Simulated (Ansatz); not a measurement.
Job for Ansatz (a first-principles code): R-CCSD(T)/def2-TZVPPD on HBr (SMILES Br). Files ending in .json are basis or fitting sets from the Basis Set Exchange. The run froze 14 orbitals, filled d shells among them.

Ansatz 0.2 input:
```yaml
crystal:
  periodic: [false, false, false]
  atoms:
    - {symbol: Br, position_ang: [-0.60941552, -1.15564798, -0.02079492]}
    - {symbol: H, position_ang: [-0.15485613, -0.42266917, 1.13543890]}
basis:
  gaussian:
    orbitals: def2-TZVPPD.json
magnetization: {spin_polarized: false}
correlation: {method: ccsd_t, electrons: outside_noble_gas}
scf: {lower_state_search: off}
```

Output:

```
Functional definition: HF
[...]
these checks for a lower state are left out or cut short: stability, starts, cluster_reference, orbital_swaps, neighbouring_geometries, increment
integrals: 0.04 GiB planned
449 factors; integrals over basis functions are off by at most 9.5e-4 eV
mean field: 0.12 GiB planned
mean field evaluation 1: about -70014.5333 eV, gradient 9.3e0 eV
mean field evaluation 2: about -70014.5525 eV, gradient 9.5e0 eV
mean field evaluation 4: about -70014.9363 eV, gradient 1.2e0 eV
mean field evaluation 8: about -70014.9442 eV, gradient 8.1e-5 eV
mean field -70014.94418641 eV, -2573.0017410170 hartree, gradient 1.8e-6 eV, S^2 0.000000; 0 other end points of the search recorded, 0 dependent functions left out
14 core orbitals not correlated
reference -70014.94418641 eV, -2573.0017410170 hartree; 4, 4 occupied and 56, 56 virtual orbitals, 449 factors
second order -4.77192751 eV of doubles, -0.00000000 eV of singles
coupled cluster: 0.11 GiB planned
cycle   1  -5.15721915 eV  change   -3.9e-1 eV  update   4.0e-2
cycle   2  -5.27982189 eV  change   -1.2e-1 eV  update   1.2e-2
cycle   3  -5.28669478 eV  change   -6.9e-3 eV  update   3.0e-3
cycle   4  -5.28610407 eV  change    5.9e-4 eV  update   7.9e-4
cycle   5  -5.28589255 eV  change    2.1e-4 eV  update   1.6e-4
cycle   6  -5.28587333 eV  change    1.9e-5 eV  update   4.4e-5
cycle   7  -5.28588176 eV  change   -8.4e-6 eV  update   1.1e-5
cycle   8  -5.28588098 eV  change    7.8e-7 eV  update   2.9e-6
perturbative correction -0.18304495 eV, -0.0067267777 hartree
Total energy: -70020.41311234 eV, -2573.2027203377 hartree
Checks for a lower state left out: stability, starts, cluster_reference, orbital_swaps, neighbouring_geometries, increment
```

Self-consistency was reached.

Cost: around 0.6 core-seconds (rough).
